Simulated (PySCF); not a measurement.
naphthalene (C₁₀H₈), SMILES c1ccc2ccccc2c1. Geometry optimised at PBE-D3(BJ)/def2-SVP.

These are PBE-D3(BJ)/def2-SVP in PySCF values and carry that method's errors.

Harmonic wavenumbers (cm⁻¹): 169, 182, 356, 386, 471, 479, 501, 507, 615, 628, 710, 761, 780, 783, 785, 830, 890, 915, 937, 957, 977, 983, 1021, 1028, 1110, 1127, 1134, 1134, 1216, 1222, 1242, 1365, 1406, 1407, 1445, 1450, 1521, 1589, 1610, 1645, 3104, 3105, 3108, 3110, 3121, 3122, 3133, 3134. Rotational constants (GHz): 3.080, 1.216, 0.8717; symmetry number 4.

Task: Work out the zero-point energy and the ideal-gas rigid-rotor harmonic-oscillator thermochemistry at 298.15 K and 1 atm.

Result: ZPE = ½ Σ hcν = ½ × 63211 cm⁻¹ = 90.36 kcal/mol. H − E(el) = 95.34 kcal/mol. Entropy in cal/(mol K): translation 40.46, rotation 26.22, vibration 13.20, total 79.88. G − E(el) = 71.52 kcal/mol. Cp = 31.69 cal/(mol K).
